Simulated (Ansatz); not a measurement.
`O[Si]1([SiH3])[SiH2][SiH2]1` + `[OH][Al]([O][SiH3])[O][SiH3]` → `[SiH3][O][Al]([O][SiH3])[O][SiH3]` + `O[SiH]1[SiH2][SiH2]1`  (cleavage of the Si–Si bond)

Isolated molecules relaxed with PBE0-D4/def2-TZVP in Ansatz; ΔE leaves out vibrations. CCSD(T)/CBS is the MP2 limit (def2-TZVPP, def2-QZVPP) plus CCSD(T) − MP2 in def2-TZVPP, frozen cores. Functionals use def2-TZVPP. One conformer a species, not always the lowest.

`O[Si]1([SiH3])[SiH2][SiH2]1`:

```xyz
13

O     2.274    0.059    0.944
Si    0.743    0.028    0.324
Si   -0.768    1.142    1.694
Si    0.004    0.309   -1.858
Si   -0.424   -1.695   -0.703
H     2.960   -0.385    0.442
H    -2.091    1.040    1.019
H    -0.415    2.577    1.853
H    -0.861    0.513    3.039
H     0.933    0.007   -2.979
H    -0.968    1.371   -2.226
H    -1.726   -2.183   -0.179
H     0.339   -2.784   -1.371
```

`[OH][Al]([O][SiH3])[O][SiH3]`:

```xyz
13

O     0.813    2.548    0.111
Al    0.382    0.923    0.014
O    -1.173    0.483    0.431
Si   -2.725    0.385    0.895
O     1.483   -0.235   -0.491
Si    2.135   -1.668   -0.895
H     1.688    2.860   -0.114
H    -3.132   -1.042    0.991
H    -3.601    1.067   -0.095
H    -2.910    1.026    2.224
H     3.323   -1.936   -0.042
H     1.154   -2.770   -0.710
H     2.562   -1.640   -2.319
```

`[SiH3][O][Al]([O][SiH3])[O][SiH3]`:

```xyz
16

Si   -2.663    1.841    0.416
O    -1.352    0.884    0.377
Al    0.010   -0.003   -0.002
O     0.750   -0.936    1.167
Si    1.199   -1.716    2.519
O     0.632    0.043   -1.549
Si    1.461   -0.125   -2.935
H    -3.804    1.106    1.021
H    -3.041    2.268   -0.958
H    -2.378    3.051    1.233
H     1.276   -3.177    2.254
H     2.534   -1.231    2.958
H     0.219   -1.478    3.613
H     0.527   -0.466   -4.040
H     2.474   -1.208   -2.812
H     2.156    1.148   -3.262
```

`O[SiH]1[SiH2][SiH2]1`:

```xyz
10

O     1.633   -1.654   -0.626
Si    0.600   -0.820    0.349
Si    0.394    1.481    0.322
Si   -1.432    0.118   -0.280
H     1.292   -2.451   -1.037
H     0.517   -1.360    1.734
H     0.910    2.224   -0.855
H     0.484    2.267    1.579
H    -2.657   -0.067    0.541
H    -1.741    0.263   -1.726
```

CCSD(T)/CBS gives -89.5 kJ/mol.

(1) Another level gave -83.3 kJ/mol. Which?
A. ωB97X-V/def2-TZVPP
B. r2SCAN-D4/def2-TZVPP
C. PBE0-D4/def2-TZVPP
D. CCSD/def2-TZVPP

Largest T1 diagnostic among the species: 0.015.

Answers

(1) B. r2SCAN-D4 -83.3, ωB97X-V -91.1, PBE0-D4 -72.9, CCSD/def2-TZVPP -98.1 kJ/mol.

The D4 term adds +6.7 kJ/mol with B3LYP and +3.6 kJ/mol with PBE0; it sums over pairs of atoms, weighted by their polarisabilities, and B3LYP, whose exchange is more repulsive, gets the larger term. In def2-TZVPP, CCSD(T) changes the Hartree–Fock value by +41.0 kJ/mol (the triples alone add +7.0 kJ/mol) and MP2 by +38.9 kJ/mol. From PBE to PBE0 (25 % exact exchange), in def2-TZVPP and without D4, ΔE moves by −10.8 kJ/mol.

B3LYP here is the variant with VWN-RPA as its local correlation; programs differ in this.
